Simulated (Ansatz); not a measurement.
System: MgF2 (charge 0, singlet). 
Structure (B3LYP-D3(BJ)/def2-TZVP (Ansatz, a first-principles code) minimum search):
```
Mg
F 1 1.7511
F 1 1.7511 2 180.00
```

Total electronic energies in hartree. Valence correlation only, unless marked. Spin-orbit coupling is left out. Non-relativistic. CBS marks a two-point X^-3 extrapolation of the correlation energy; Hartree-Fock from the larger set.

```csv
level,program,energy (Eh)
PBE/def2-TZVPD,Ansatz,-399.67770
B97M-V/def2-TZVPD,Ansatz,-399.86935
PBE0-D3(BJ)/def2-TZVPD,Ansatz + dftd3,-399.69224
wB97M-V/def2-TZVPD,Ansatz,…
B2PLYP-D3(BJ)/def2-TZVPD,Ansatz + dftd3,…
MP2/def2-SVP,Ansatz,-398.79515
CCSD(T)/6-31G*,Ansatz,-398.99229
CCSD(T)/def2-QZVPP,Ansatz,-399.34202
"CCSD(T)/CBS(def2-TZVPPD,def2-QZVPPD)",Ansatz,-399.3790
```

**Question.** Complete the blanks.

**Answer.** 
- wB97M-V/def2-TZVPD, energy (Eh): -399.93427
- B2PLYP-D3(BJ)/def2-TZVPD, energy (Eh): -399.78249
